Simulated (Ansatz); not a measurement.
Input file for `NB(N)CO`:

```yaml
crystal:
  periodic: [false, false, false]
  atoms:
    - {symbol: N, position_ang: [-0.890637, 0.942692, 0.761107]}
    - {symbol: B, position_ang: [-0.018301, -0.105907, 0.405070]}
    - {symbol: N, position_ang: [0.257733, -1.194976, 1.261939]}
    - {symbol: C, position_ang: [0.665673, -0.036893, -1.029525]}
    - {symbol: O, position_ang: [0.053366, 0.889486, -1.926905]}
    - {symbol: H, position_ang: [-1.352646, 1.033491, 1.647722]}
    - {symbol: H, position_ang: [-0.972449, 1.747974, 0.165443]}
    - {symbol: H, position_ang: [-0.082837, -1.273406, 2.203361]}
    - {symbol: H, position_ang: [0.844919, -1.960065, 0.985229]}
    - {symbol: H, position_ang: [1.699918, 0.307184, -0.916781]}
    - {symbol: H, position_ang: [0.737052, -1.032696, -1.493674]}
    - {symbol: H, position_ang: [-0.864790, 0.627912, -2.028987]}
basis:
  gaussian: {orbitals: def2-TZVPP}
correlation: {method: ccsd_t}
output: {orbitals: {seedname: orbitals}}
```

```sh
$ ansatz run in.yaml --threads 4 --pin off --events-out ev --progress --plain
```

Log, shortened:

```
Functional definition: HF
1508 factors; integrals over basis functions are off by at most 1.2e-3 eV
mean field evaluation 1: about -6813.0473 eV, gradient 5.2e1 eV
mean field evaluation 2: about -6813.2381 eV, gradient 5.2e1 eV
mean field evaluation 4: about -6818.6329 eV, gradient 4.0e0 eV
mean field evaluation 8: about -6818.6907 eV, gradient 2.9e-1 eV
mean field -6818.69101324 eV, -250.5822728619 hartree, gradient 1.7e-6 eV, S^2 0.000000; 0 other end points of the search recorded, 0 dependent functions left out
5 core orbitals not correlated: weight in the atoms' cores, before any rotation towards them, 1.000 or more for the frozen orbitals, at most 0.000 for the correlated occupied ones
reference -6818.69101324 eV, -250.5822728619 hartree; 15, 15 occupied and 233, 233 virtual orbitals, 1508 factors
second order -25.61917670 eV of doubles, -0.00000000 eV of singles
cycle   1  -25.88581795 eV  change   -2.7e-1 eV  update   9.3e-2
cycle   2  -26.42080570 eV  change   -5.3e-1 eV  update   2.6e-2
cycle   3  -26.53124239 eV  change   -1.1e-1 eV  update   1.3e-2
cycle   4  -26.52031429 eV  change    1.1e-2 eV  update   3.2e-3
cycle   5  -26.52013770 eV  change    1.8e-4 eV  update   1.5e-3
cycle   6  -26.52059865 eV  change   -4.6e-4 eV  update   4.4e-4
cycle   7  -26.52027295 eV  change    3.3e-4 eV  update   1.5e-4
cycle   8  -26.52020972 eV  change    6.3e-5 eV  update   4.6e-5
cycle   9  -26.52021303 eV  change   -3.3e-6 eV  update   1.8e-5
perturbative correction -1.00390400 eV, -0.0368927914 hartree
Total energy: -6846.21513027 eV, -251.5937655061 hartree
```

It took 2.9 min on 4 threads of a server CPU on a shared host, with 6 GiB of host memory at the peak.

MP2 recovers 93.1 % of the CCSD(T) correlation energy and the triples give 3.6 %; T1 = 0.0107.
